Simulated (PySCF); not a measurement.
**AsN(OH)₂: fields on a plane**

Level of theory: PBE/[As def2-SVP, N def2-SVP, O def2-SVP, H def2-SVP], no relativity, density fitting, PySCF.

The singlet minimum has As–N 1.764 Å, As–O 1.802 Å, N–O 1.381 Å, O–H 0.977 Å, O–H 0.985 Å; As–N–O 116.2°, As–O–H 105.5°, H–O–N 102.6°, N–As–O 94.5°.

The plane holds As1 at (0.00, 0.00), N2 at (1.76, 0.00), O3 at (2.37, 1.24), O4 at (-0.14, -1.80), H5 at (3.32, 1.01), H6 at (0.79, -2.13) Å. Columns run from x = -2.25 to 5.55 Å, rows from y = 3.45 (top) to -4.05 Å, in steps of 0.3 Å. Other isomers or separated fragments may lie lower.

Problem. Give the electron localisation function (set to 0 where the density is under 0.005 e/Å³). Lower edges of the bins: '0' 0.000, '1' 0.100, '2' 0.199, '3' 0.299, '4' 0.399, '5' 0.498, '6' 0.598, '7' 0.698, '8' 0.798, '9' 0.897; top 1.00.

Solution. 
```
000000000000000000000000000
000000000000000000000000000
000000000000001110000000000
000000000000134431000000000
000000000000257763100000000
000034431000378985222100000
002567763000389877667630000
005789875200177207999870000
047999865420146018999980000
058998522334458768999980000
268995155137756732588740000
258982555528730651012100000
246862555517621883000000000
013453155125779997200000000
000122211222589998500000000
000013676410158887500000000
000136777631003676200000000
000368553787200131000000000
001478634999710000000000000
001478877999840000000000000
001467876799860000000000000
000245543578730000000000000
000012211134300000000000000
000000000000000000000000000
000000000000000000000000000
000000000000000000000000000
```

Problem. Give the electrostatic potential (V) (cut at 20 V). Lower edges of the bins (V): '0' -1.78, '1' -1.65, '2' -1.45, '3' -1.12, '4' -0.61, '5' 0.20, '6' 1.49, '7' 3.53, '8' 6.76, '9' 11.88; top 20.0.

Solution. 
```
444444444444444444444555555
444444444444444444445555555
444444444444433344455555555
444444444444333344555555555
444445555544333455555555555
444455555554446787666655555
444555566655569999877665555
444556677766689999998766555
445567888877789999999766555
455578999988899999998766555
455679999999999988887666555
455689999999999987666665555
555789999999999975555555555
455689999999999854455555555
455678999998787522345555555
445567999877654212344555555
444468999877654323444445555
433359999988755444444444555
332248999999865444444444444
332026999999865544444444444
332003677898765554444444444
332111355677665555444444444
333222345566655555444444444
433333344555555555444444444
444333444455555554444444444
444444444445555554444444444
```
